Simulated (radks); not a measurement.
Spherical quantum dot in the effective-mass picture: electrons in a hard-walled sphere of radius 5.22, all in effective atomic units (hartree* = m*/eps^2 hartree, bohr* = eps/m* bohr), one dielectric constant everywhere. Method: non-relativistic Kohn-Sham, PBEsol, spin-polarised, spherical densities; computed with a radial shooting solver with Libxc functionals. Levels are named by radial order and angular momentum (1s, 1p, 1d, 2s, ...), and open shells are averaged over m.

N = 32, configuration 1s2 1p6 1d10 1f14. This is the lowest configuration that the search found. Occupied and some empty levels:

| level | occupation | eigenvalue (hartree*) | <r> (bohr*) |
|---|---|---|---|
| 1s | 2 | 7.6546 | 3.819 |
| 1p | 6 | 7.7315 | 3.879 |
| 1d | 10 | 7.8753 | 3.946 |
| 1f | 14 | 8.0798 | 4.009 |
| 1g | 0 | 8.3408 | 4.067 |
| 2s | 0 | 8.4785 | 2.364 |
| 2p | 0 | 8.7540 | 2.757 |
| 2d | 0 | 9.1008 | 3.005 |

Energy (hartree*): total 136.278, kinetic 27.195, external 0, Hartree 120.84, exchange-correlation -11.758.

Electron density:

| r (bohr*) | n(r) (e/bohr*^3) |
|---|---|
| 0.289 | 0.0004010 |
| 0.549 | 0.0005238 |
| 0.808 | 0.0007698 |
| 1.07 | 0.001224 |
| 1.33 | 0.002042 |
| 1.59 | 0.003491 |
| 1.84 | 0.005969 |
| 2.10 | 0.01006 |
| 2.36 | 0.01651 |
| 2.62 | 0.02617 |
| 2.88 | 0.03961 |
| 3.14 | 0.05688 |
| 3.40 | 0.07665 |
| 3.66 | 0.09534 |
| 3.92 | 0.1069 |
| 4.18 | 0.1039 |
| 4.44 | 0.08217 |
| 4.70 | 0.04639 |
| 4.96 | 0.01315 |
| 5.21 | 0.00002902 |
